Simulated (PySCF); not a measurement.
# Ionisation energy of Sb by level of theory

Sb [Kr] 4d10 5s2 5p3 (4S) → Sb⁺ [Kr] 4d10 5s2 5p2 (3P), as a difference of total energies. All numbers are calculated (PySCF 2.14, the spin-free X2C one-electron Hamiltonian (Gaussian nucleus), in aug-cc-pwCVTZ-DK3 with one added diffuse shell each of s, p, d, f type (11s10p8d5f1g, 125 functions)). Correlated levels: valence: [Kr] 4d10 frozen; valence and next inner shell: [Ar] 3d10 frozen. The calculations carry no spin-orbit coupling.

Q: Order these methods by the ionisation energy they give, lowest first.
A. r2SCAN
B. PBE0
C. SCS-MP2 (valence and next inner shell)
D. B97-3

A: D (8.820 eV), C (8.962 eV), B (9.039 eV), A (9.159 eV).

Errors of the correlated levels include the incompleteness of this basis and the frozen core.

For comparison: 9.124 eV (measured; NIST levels, between the centres of gravity of the two terms).
